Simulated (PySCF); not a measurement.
A side-by-side comparison of computed properties.

First species: SnCl3(NHiPr), C3H8Cl3NSn.
SMILES: `CC(C)[NH][Sn]([Cl])([Cl])[Cl]`

Second species: methylenecyclohexane, C7H12.
Bonds: C1–C2 (double), C2–C3, C3–C4, C4–C5, C5–C6, C6–C7, C2–C7. Hydrogens: H8, H9 on C1; H10, H11 on C3; H12, H13 on C4; H14, H15 on C5; H16, H17 on C6; H18, H19 on C7.

Levels: wB97X-D/def2-SVPD for HOMO energy, LUMO energy, HOMO–LUMO gap and static isotropic polarisability; TDDFT wB97X-D/def2-SVPD for lowest singlet excitation; TDA wB97X-D/def2-SVPD for lowest triplet excitation (Tamm–Dancoff); ΔSCF wB97X-D/def2-SVPD for vertical ionisation energy. Geometries: PBE0-D3(BJ)/def2-SVP. All species are isolated and taken at one optimised geometry (atoms past krypton carry core potentials, spin–orbit coupling is left out). Electronic properties by PySCF.

Values for the first species:

* HOMO energy: -9.59 eV
* LUMO energy: -1.01 eV
* HOMO–LUMO gap: 8.58 eV
* Lowest singlet excitation: 4.31 eV
* Lowest triplet excitation (Tamm–Dancoff): 3.78 eV
* Static isotropic polarisability: 123.1 au
* Vertical ionisation energy: 9.50 eV

Estimate the same properties for the second species, and the change in each.

```json
{"property": "HOMO energy", "first": "-9.59 eV", "second": "-8.82 eV", "second less first": "+0.77 eV"}
{"property": "LUMO energy", "first": "-1.01 eV", "second": "2.03 eV", "second less first": "+3.04 eV"}
{"property": "HOMO–LUMO gap", "first": "8.58 eV", "second": "10.85 eV", "second less first": "+2.27 eV"}
{"property": "lowest singlet excitation", "first": "4.31 eV", "second": "7.00 eV", "second less first": "+2.69 eV"}
{"property": "lowest triplet excitation (Tamm–Dancoff)", "first": "3.78 eV", "second": "4.43 eV", "second less first": "+0.65 eV"}
{"property": "static isotropic polarisability", "first": "123.1 au", "second": "82.4 au", "second less first": "-40.7 au"}
{"property": "vertical ionisation energy", "first": "9.50 eV", "second": "8.99 eV", "second less first": "-0.51 eV"}
```

On the first: The vertical singlet–triplet gap S1 − T1 is 0.53 eV (TDDFT singlet less Tamm–Dancoff triplet; S1: HOMO→LUMO, weight 0.95; T1: HOMO→LUMO, weight 0.92). The ΔSCF ionisation energy falls short of −ε(HOMO) by 0.09 eV with wB97X-D. Atoms past krypton carry effective core potentials; spin–orbit coupling is left out.

On the second: The principal polarisabilities are 68.8, 80.2 and 98.1 au; their mean is the isotropic value. S1 lies 3.85 eV below the HOMO–LUMO gap; its leading configuration is HOMO→LUMO, weight 0.89.

One conformer stands for the species.
